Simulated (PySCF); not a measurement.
Species: C₂H₂F₂Se.
Numbering: `[F:1][CH:2]([F:3])[CH:4]=[Se:5]` (hydrogens: H6 on C2; H7 on C4)

Computed with TDDFT CAM-B3LYP/def2-SVPD, vertical, gas phase, core orbitals frozen in the response in PySCF. Geometry: PBE0-D3(BJ)/def2-SVP, one conformer, isolated molecule. The CAM-B3LYP/def2-SVPD calculation is non-relativistic and has no spin–orbit coupling, an omission that weighs most on selenium. Torsions of this conformer, `[F:1][CH:2]([F:3])[CH:4]=[Se:5]`: F1–C2–C4–Se5 124°.

Each state is given a Gaussian of 0.25 eV full width at half maximum, with ε(max) = 2.175×10⁸ f / Δν̃ (Δν̃ the width in cm⁻¹). The width is an assumption, not a result. The curve ends short of the highest state used, and states not computed would add to its high-energy end.

E (eV), ε (L mol⁻¹ cm⁻¹) and a bar:
```
     1.52          0 
     1.69          0 
     1.87          0 
     2.04          0 
     2.22          0 
     2.39          0 
     2.57          0 
     2.74          0 
     2.92          0 
     3.09          0 
     3.27          0 
     3.44          0 
     3.62          0 
     3.79          0 
     3.97          0 
     4.14          0 
     4.32          0 
     4.49          0 
     4.67          0 
     4.84          0 
     5.02          0 
     5.19        152 
     5.37       8105 ##########
     5.54      24747 ##############################
     5.72       4992 ######
     5.89        241 
     6.07        168 
     6.24       1573 ##
     6.42      11474 ##############
     6.59       7496 #########
     6.77        308 
     6.94        703 #
     7.12       3540 ####
     7.29       1252 ##
     7.47         66 
     7.64          2
```

Question: Locate the maxima and give the states behind the curve.

Answer: 224 nm (5.53 eV), ε about 25000, made up of S2 (100%); 191 nm (6.48 eV), ε about 13000, made up of S6 (99%); 174 nm (7.13 eV), ε about 3600, made up of S7 (99%) (ε in L mol⁻¹ cm⁻¹; maxima over ε = 5, shares over 10%). The states used: S1 1.89 eV (f 0.0000); S2 5.53 eV (f 0.231); S3 5.87 eV (f 0.0015); S4 6.24 eV (f 0.0042); S5 6.37 eV (f 0.0012); S6 6.48 eV (f 0.121); S7 7.13 eV (f 0.033); S8 7.33 eV (f 0.0010); S9 8.20 eV (f 0.0009); S10 8.24 eV (f 0.0021).

Question: What would ε be at 5.53 eV, the highest of these maxima, with half the width (0.125 eV)?

Answer: About 49700 L mol⁻¹ cm⁻¹ against 24900, a factor of about 2.00; a lone state at its own centre would give exactly 2.

Question: On this curve, what absorbance would a 10⁻³ mol/L sample give at 222 nm over a 1 cm path?

Answer: 222 nm is 5.585 eV, where ε is about 22000 L mol⁻¹ cm⁻¹, so A = ε c l ≈ 22 (Beer–Lambert, with the gas-phase spectrum and the assumed width).

Question: Does any computed singlet lie in the visible range?

Answer: S1 lies in the visible range (380 to 750 nm), at 656 nm, dark in the vertical dipole picture (f under 0.0005); light of that wavelength is red, and its complementary colour is blue-green; a Tamm–Dancoff triplet lies at 480 nm, without intensity as long as spin–orbit coupling is left out.

All these states lie below the vertical ionisation energy of 9.45 eV (ΔSCF).

The run took 36 s wall on one thread, Arm Neoverse V1 (shared host).
